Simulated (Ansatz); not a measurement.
Job for Ansatz (an electronic-structure program): R-B3LYP/def2-TZVPP on C2H7Al (SMILES [CH3][AlH][CH3]), a point of a torsion scan.

Ansatz 0.2 input:
```yaml
crystal:
  periodic: [false, false, false]
  atoms:
    - {symbol: C, position_ang: [1.76472265, 0.33279677, -0.16728580]}
    - {symbol: Al, position_ang: [0.21043508, -0.53033327, 0.72571304]}
    - {symbol: C, position_ang: [-0.60493195, -2.30095674, 0.32587779]}
    - {symbol: H, position_ang: [2.18701659, -0.28365130, -0.97061882]}
    - {symbol: H, position_ang: [1.50523500, 1.29787793, -0.61805884]}
    - {symbol: H, position_ang: [2.58499689, 0.54201278, 0.52929509]}
    - {symbol: H, position_ang: [-0.44799231, 0.27782219, 1.87612888]}
    - {symbol: H, position_ang: [0.08091089, -3.14065707, 0.48861707]}
    - {symbol: H, position_ang: [-1.47734754, -2.48277452, 0.96602711]}
    - {symbol: H, position_ang: [-0.95260541, -2.39317799, -0.70985393]}
basis:
  gaussian:
    orbitals: def2-TZVPP
hamiltonian:
  xc: {name: B3LYP}
scf: {lower_state_search: off}
```

Output:

```
Functional definition: B3LYP
[...]
these checks for a lower state are left out or cut short: stability, starts, cluster_reference, orbital_swaps, neighbouring_geometries, increment
integrals: 0.09 GiB planned
1066 factors; their error is unknown
mean field: 0.88 GiB planned
mean field evaluation 1: about -8773.6000 eV, gradient 7.8e1 eV
mean field evaluation 2: about -8764.6731 eV, gradient 8.9e1 eV
mean field evaluation 4: about -8787.2394 eV, gradient 1.4e0 eV
mean field evaluation 8: about -8787.2455 eV, gradient 3.7e-1 eV
mean field evaluation 16: about -8787.2457 eV, gradient 4.0e-6 eV
mean field -8787.24566007 eV, -322.9253217984 hartree, gradient 4.0e-6 eV, S^2 0.000000; 0 other end points of the search recorded, 0 dependent functions left out
reference -8787.24595334 eV, -322.9253325758 hartree; 16, 16 occupied and 186, 186 virtual orbitals, 1066 factors
Total energy: -8787.24595334 eV, -322.9253325758 hartree
Checks for a lower state left out: stability, starts, cluster_reference, orbital_swaps, neighbouring_geometries, increment
```

Self-consistency was reached.

Cost: roughly 2.3 core-seconds.
